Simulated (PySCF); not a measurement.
**Tc²⁺ (technetium, charge +2) across methods**

[Kr] 4d4 5p1, one real determinant (an excited configuration). Computed with PySCF 2.14 in aug-cc-pVDZ-PP with ECP28MDF (5s5p4d2f, 54 functions), with scalar relativity through the core potential. The B2PLYP total includes its PT2 part (frozen core); its orbital energies are those of the SCF part.

| method | E (hartree) | mean ε 4p β (eV) | mean ε 4d α (eV) | mean ε 5p α (eV) | Σ⟨r²⟩ (bohr²) | ⟨S²⟩ |
| --- | --- | --- | --- | --- | --- | --- |
| PBE | -79.2103 | -64.690 | -27.875 | -15.858 | 34.78 | 8.750 |
| M06-2X | -79.0883 | -69.436 | -31.389 | -17.144 | 34.84 | 8.750 |
| HSE06 | -79.2009 | -66.716 | -29.349 | -16.069 | 34.85 | 8.750 |
| B2PLYP | -79.0337 | -69.416 | -31.488 | -16.810 | 35.03 | 8.751 |
| BLYP | -79.1688 | -64.616 | -27.593 | -15.643 | 34.77 | 8.750 |
| PBE0 | -79.2020 | -67.131 | -29.774 | -16.440 | 34.84 | 8.751 |
| UHF | -78.70779 | -73.063 | -34.731 | -17.723 | 35.45 | 8.752 |
| LDA | -79.0002 | -64.671 | -27.883 | -15.975 | 34.82 | 8.750 |
| r2SCAN | -79.2444 | -65.449 | -28.333 | -15.920 | 34.68 | 8.751 |

⟨L²⟩ = 8.00 against 12 for a pure F term, so this real determinant mixes terms. Energies and moments cover only the electrons outside the core potential.
